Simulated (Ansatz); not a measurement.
Computed with Ansatz on PBE0-D4/def2-TZVP structures; ΔE is electronic, products minus reactants. CCSD(T)/CBS adds triple-zeta CCSD(T) − MP2 to the extrapolated MP2 energy (def2 sets, frozen cores). DFT in def2-TZVPP. def2 core potentials past Kr. For I outer-core shells are correlated without core-valence functions, which leaves a few kJ/mol of doubt a bond. Each species was taken in one conformer, which may not be the lowest.

Reaction (cleavage of the Si–Si bond): `O[SiH](I)[SiH2]F` + `O[SiH3]` → `F[SiH2]O[SiH3]` + `O[SiH2]I`

```
             level  ΔE (eV)
            PBE-D4    -1.18
           ωB97X-V    -1.44
CCSD(T)/def2-TZVPP    -1.50
     HF/def2-QZVPP    -1.80
```

What does CCSD(T)/CBS give? (Best estimate.)

Ansatz gave: -1.48 eV. The listed levels differ from it by 0.30, 0.04, -0.02, -0.32 eV.

Largest T1 diagnostic among the species: 0.011.

From PBE to PBE0 (25 % exact exchange), in def2-TZVPP and without D4, ΔE moves by −0.11 eV. In def2-TZVPP, CCSD(T) changes the Hartree–Fock value by +0.27 eV (the triples alone add +0.04 eV) and MP2 by +0.21 eV. The D4 term adds +0.04 eV with B3LYP and +0.03 eV with PBE0; it sums over pairs of atoms, weighted by their polarisabilities, and B3LYP, whose exchange is more repulsive, gets the larger term.

B3LYP here is the variant with VWN-RPA as its local correlation; programs differ in this.
